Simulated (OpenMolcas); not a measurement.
# Br3+: the spin-orbit constant, Slater's ratio, worked from levels

* Program: OpenMolcas
* Basis: ANO-R1 [5s4p3d1f]
* Scalar Hamiltonian: X2C, finite nucleus
* Active space: 2 electrons in 3 orbitals (4p)
* State averaging: 2S+1 = 3 even, 3 roots; 2S+1 = 1 even, 6 roots
* Spin-orbit coupling: state interaction with AMFI integrals over the reference wave functions, term energies averaged over their components

Methods: CASSCF; SS-CASPT2, IPEA 0.25 Eh, imaginary shift 0.1 Eh (closed shells correlated: 3d 4s).

**The spin-orbit constant.** For the Hund term ³P of p2, E(J) = (A/2) J(J+1) + constant and ζ = 2S·A = 2A. From J = 0 to J = 2 the energy changes by 3 A.

| Source | E(2) - E(0) | A | ζ |
| --- | --- | --- | --- |
| CASSCF | 5507.2 | 1835.7 | 3671 |
| SS-CASPT2 | 5534.1 | 1844.7 | 3689 |

All in cm-1. Both methods take the spin-orbit matrix elements from the reference wave functions, so the second can move ζ only through the term energies and any multistate remixing. Second-order mixing with other terms is absorbed into this ζ.

**Slater's ratio.** With one set of orbitals, p2 has ¹D - ³P = 6 F2 and ¹S - ¹D = 9 F2 (F2 = F²/25), a ratio of 3/2. Term energies are centres of gravity, weighted by 2J + 1.

```csv
Source,¹D - ³P,¹S - ³P,F2 from the first,Ratio
CASSCF,14971,36202,2495,1.418
SS-CASPT2,13830,32020,2305,1.315
```

Energies in cm-1. A ratio away from 3/2 shows effects beyond one configuration with one set of orbitals, and in heavier atoms second-order spin-orbit shifts.

CASPT2 does not keep the components of a term degenerate, so their means are used; among the terms shown or strongly mixed into the levels shown the widest spread is 110 cm-1 (4s² 4p² ¹D, SS-CASPT2). With the s shell closed, the reference lacks s² → p² mixing. The basis is small and was not contracted for so high a charge. Only configurations of the active space appear.
